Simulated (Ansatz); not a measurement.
CH$_{7}$BClNSi, SMILES `C[SiH](N)BCl`, relaxed with RKS PBE0-D4/def2-TZVP in Ansatz from a PBE-D4/def2-SVP geometry. The force threshold is 0.005 eV/Å; the program also tests the step.

The species carries charge 0 and has multiplicity 1.

Start:

```xyz
12

C     1.505   -0.589   -0.333
Si   -0.073    0.434   -0.145
N    -0.176    1.038    1.502
B    -1.736   -0.654   -0.520
Cl   -1.676   -1.886   -1.779
H     1.521   -1.062   -1.336
H     1.549   -1.389    0.432
H     2.416    0.038   -0.236
H    -0.037    1.501   -1.237
H    -1.066    1.463    1.782
H     0.592    1.621    1.849
H    -2.819   -0.513    0.020
```

Question: How much energy does the relaxation release, and in how many steps? (Estimate.)

Answer: The calculation gave: 5.34 kJ/mol, in 9 steps, 1 of them rejected.

Question: Which bonds change most? (Estimate.)

Answer: Computed: Si2–N3 from 1.758 to 1.727 Å; Si2–H9 from 1.527 to 1.504 Å; B4–H12 from 1.218 to 1.196 Å; C1–Si2 from 1.890 to 1.868 Å.

Question: Give the relaxed structure. (An estimate is asked.)

Answer: The calculation gave: 
```xyz
12

C     1.500   -0.583   -0.321
Si   -0.065    0.426   -0.161
N    -0.171    1.064    1.441
B    -1.735   -0.650   -0.510
Cl   -1.727   -1.847   -1.781
H     1.567   -1.018   -1.322
H     1.520   -1.393    0.411
H     2.385    0.040   -0.168
H    -0.029    1.466   -1.247
H    -1.056    1.411    1.774
H     0.586    1.612    1.819
H    -2.776   -0.528    0.066
```
